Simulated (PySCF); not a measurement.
## Gas-phase XPS of (BeS)2 ring, computed

Species: (BeS)2 ring, Be₂S₂.
Structure used (PBE0-D3(BJ)/def2-SVP), in Å, numbered top down from 1:
```xyz
4
Be2S2 angstrom
Be    -0.1622    0.4617   -0.8687
S      1.5001    0.7281    0.1073
Be     0.1620   -0.4618    0.8686
S     -1.5000   -0.7281   -0.1072
```

Computed, not measured: delta-SCF UKS SCAN, pcX-2 on the ionised atom, pcseg-1 elsewhere, spin-free X2C in PySCF 2.14.0. Vertical ΔSCF values, vacuum level as zero.

Question: Give the core binding energies atom by atom.

Answer: 
```tsv
atom(s)	environment	level	binding energy (eV)	2p1/2 (eV)	count
Be1/Be3	beryllium bonded to 2 S	Be 1s	121.45	–	2
S2/S4	sulfur bonded to 2 Be	S 2p3/2	168.28	169.50	2
S2/S4	sulfur bonded to 2 Be	S 1s	2476.10	–	2
```

Question: Which effective nuclear charge Zeff reproduces each element's mean 1s value in the hydrogen-like formula E = 13.606 eV × Zeff²?

Answer: Be (Z = 4): mean 121.4 eV, Zeff = 2.99, Z − Zeff = 1.01; S (Z = 16): mean 2476.1 eV, Zeff = 13.49, Z − Zeff = 2.51. Means run over the listed sites, weighted by atom count.

The first atom of each set that the bonding makes equivalent was ionised and stands for the set. 2p3/2 and 2p1/2 are the ΔSCF energy of one spin-free 2p hole plus the eigenvalues of a spin–orbit and ligand-field matrix of the shell. 2p1/2 minus 2p3/2 (ligand field included): S 1.23 eV. Isolated species at its PBE0-D3(BJ)/def2-SVP geometry, gas phase.
